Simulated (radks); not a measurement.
Values are calculated unless marked as measured or tabulated.
Valence configurations of Sc I (all share [Ar]). Code: a radial shooting solver on a logarithmic mesh with Libxc functionals. Model: Dirac Kohn-Sham, LDA (Slater exchange, Perdew-Wang correlation), spin-unpolarised, spherical densities, point nucleus; open shells fill j = l - 1/2 first. Energies are relative to 3d1 4s2; eigenvalues in eV.

valence          E (eV)  e(3d3/2)  e(4p1/2)  e(4s1/2)
3d1 4s2           0.000    -3.439         -    -4.291
3d0.5 4s2 4p0.5   1.349    -5.635    -2.071    -5.118
3d1 4s1.5 4p0.5   1.393    -4.020    -1.840    -4.660
3d2 4s1           1.607    -1.508         -    -3.673
3d2.5 4s0.5       2.770    -1.119         -    -3.576
3d1 4s1 4p1       2.820    -4.571    -2.106    -4.997
3d2 4s0.5 4p0.5   2.830    -1.973    -1.542    -4.015
4s2 4p1           3.621         -    -2.584    -5.943
3d3               4.042    -0.972         -         -
3d1 4s0.5 4p1.5   4.284    -5.096    -2.344    -5.306

NIST lists [Ar] 3d1 4s2 as the ground configuration; this level of theory agrees among the configurations tried. The energies are those of spherical spin-averaged densities, not of single terms.
